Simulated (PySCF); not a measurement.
## Spin states and ions at one geometry of [WO3Br]−

PySCF 2.14.0, RKS PBE, W def2-SVP with ECP60, O def2-SVP, Br def2-SVP; non-relativistic Hamiltonian with scalar-relativistic core potentials where named; density fitting; no spin-orbit coupling; singlets restricted, open shells unrestricted. The geometry is relaxed for charge -1, singlet, vacuum:

```xyz
5

W     0.0000    0.3468    0.1532
O     1.4293    0.4654    1.1726
O     0.0000    1.6961   -0.9764
O    -1.4293    0.4654    1.1726
Br    0.0000   -1.8585   -1.0904
```

Energies count from the relaxed state; an electron taken off or put on is at rest in vacuum. Charges and spins are Mulliken's.

| state | energy (eV) | spin squared | charge on W1 (e) | spin on W1 (e) | dipole about the centre of mass (D) |
| --- | --- | --- | --- | --- | --- |
| charge -1, singlet, vacuum | 0.00 | 0.00 | 0.70 | 0.00 | 2.99 |
| charge -1, triplet, vacuum | 4.71 | 2.01 | 0.57 | 0.63 | 1.46 |

Task: What does the state charge 0, doublet, vacuum give?

Result: energy (eV) 4.98, spin squared 0.76, charge on W1 (e) 0.94, spin on W1 (e) -0.15, dipole about the centre of mass (D) 1.44.

With an electron taken off (doublet) the charges change, summed by element, by W +0.24 e, O +0.52 e, Br +0.23 e. The vertical ionisation energy is 4.98 eV, against −ε(HOMO) = 1.72 eV of the relaxed state. The level lies 3.3 eV too high, as is usual for semilocal functionals and global hybrids, which keep a self-interaction error.

Open shells may have lower solutions than those found. Hard to converge, so the more doubtful: charge -1, triplet, vacuum; charge 0, doublet, vacuum.
